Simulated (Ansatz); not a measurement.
The cluster NbTe2, relaxed as a doublet with UKS PBE0-D4/def2-TZVP in Ansatz, starting from the GFN2-xTB geometry. Force threshold 0.02 eV/Å.

In the def2 sets Nb, Te take a core potential; there is no spin–orbit coupling. The charge 0 doublet is spin-contaminated (final ⟨S²⟩ up to 1.74, 0.75 for a pure state). At PBE0-D4/def2-TZVP a quartet of charge 0 lies 0.58 eV below the doublet, each at its own geometry. The structure comes from a short search, and lower isomers may exist.

Start:

Cartesian coordinates in Å:
```
Nb -1.5185 0.2818 -0.2924
Te 1.0592 1.1849 -0.1356
Te 0.4593 -1.4667 0.4280
```

(1) Estimate the energy that the relaxation releases and the steps that it takes.

(2) Does the start keep its bonding and symmetry?

(3) Predict the relaxed structure.

Answers

(1) 0.07 eV, in 5 steps; 39 s on 2 threads of Arm Neoverse V1 on a shared host. No frequencies were taken in this run, so the end may be a saddle point.

(2) By distances, no bond broke or formed. The bond that changes most is Nb1–Te3, from 2.74 to 2.65 Å (atoms count from 1). Point group C2v at the start, C2v at the end, both within 0.05 Å.

(3) 
```xyz
3

Nb   -1.466    0.272   -0.282
Te    1.027    1.163   -0.135
Te    0.439   -1.435    0.417
```
Bond lengths: 2 × Nb–Te 2.65 Å; 1 × Te–Te 2.72 Å.
